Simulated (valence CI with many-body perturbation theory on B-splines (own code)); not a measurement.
## Valence orbitals of Ta LX

Computed by valence CI with perturbative core correlation (CI+MBPT): four valence electrons over a frozen Dirac-Fock core [Ne], a basis of 11 s, 11 p, 9 d, 7 f, 5 g, 2 h, 1 i functions for each j, with the one-electron correlation potential Σ1, the two-electron term Σ2, the three-electron term Σ3, Breit, model QED; selected CI, second order for the rest (own B-spline code, finite nucleus).

No measured spectrum was set against this ion. As an estimate, large intervals hold to a few tenths of a per cent, small ones and those within an open d or f shell to about a per cent.

These are the spectroscopic orbitals of the CI (the correlating ones are not listed), shaped by the core and the other valence electrons. h is the expectation value of the core's Dirac-Fock operator, without the valence repulsion; Σ1 is computed up to l = 3 at one energy for each symmetry, that of its lowest orbital but kept below the first core excitation, so for empty shells it is not the orbital's own correlation shift; Breit and QED include the response of the core.

```tsv
Orbital	h (hartree)	Σ1 (cm⁻¹)	Breit (cm⁻¹)	QED (cm⁻¹)	⟨r⟩ (bohr)
3s1/2	-253.91	-7361	45131	37930	0.1880
4s1/2	-138.05	-2488	17498	15221	0.3484
5s1/2	-86.516	-1142	8338	7445	0.5602
6s1/2	-59.235	-624	4664	4195	0.8213
3p1/2	-248.13	-9636	75875	2306	0.1767
4p1/2	-135.64	-3188	29456	942	0.3398
5p1/2	-85.309	-1471	14222	470	0.5534
6p1/2	-58.547	-807	7995	268	0.8165
3p3/2	-235.12	-8122	41520	5495	0.1878
4p3/2	-130.31	-2808	16215	2226	0.3548
5p3/2	-82.634	-1320	8704	1112	0.5721
6p3/2	-57.018	-731	4924	634	0.8389
3d3/2	-228.28	-10192	34701	-1002	0.1606
4d3/2	-127.7	-2886	12584	-310	0.3306
5d3/2	-81.348	-1290	5982	-138	0.5504
3d5/2	-225.27	-8910	16658	622	0.1640
4d5/2	-126.4	-2511	5952	348	0.3348
5d5/2	-80.683	-1124	2912	193	0.5556
4f5/2	-125	-2481	1287	-203	0.2914
5f5/2	-79.986	-1204	877	-107	0.5140
4f7/2	-124.44	-2338	385	101	0.2935
5f7/2	-79.698	-1129	260	48.8	0.5164
5g7/2	-79.561		29.7	-50.1	0.4539
5g9/2	-79.394		6.2	37.9	0.4554
```

Among the shells of the start configuration 3s2 3p2, Σ1 is largest in size for 3p1/2, where it is 0.018 % of h.

Lowest root of each symmetry, sizes in configuration state functions:

| J | Parity | Roots | Reference | Variational | Second order | Change by selected CI (cm⁻¹) | Change by second order (cm⁻¹) |
| --- | --- | --- | --- | --- | --- | --- | --- |
| 0 | even | 8 | 39 | 16867 | 34613 | -11581 | 0 |
| 1 | even | 11 | 69 | 39994 | 125040 | -10019 | -4 |
| 2 | even | 16 | 97 | 39999 | 202089 | -11077 | -36 |
| 3 | even | 10 | 70 | 39996 | 204580 | -13934 | -44 |
| 4 | even | 6 | 51 | 39999 | 203023 | -13077 | -44 |
| 5 | even | 2 | 19 | 23256 | 75112 | -12675 | -18 |
| 0 | odd | 3 | 28 | 11433 | 24552 | -10301 | -3 |
| 1 | odd | 8 | 72 | 33761 | 94971 | -12451 | -4 |
| 2 | odd | 10 | 83 | 39989 | 148815 | -9864 | -10 |
| 3 | odd | 5 | 67 | 39994 | 165676 | -15742 | -12 |
| 4 | odd | 2 | 41 | 29041 | 129800 | -13519 | -11 |
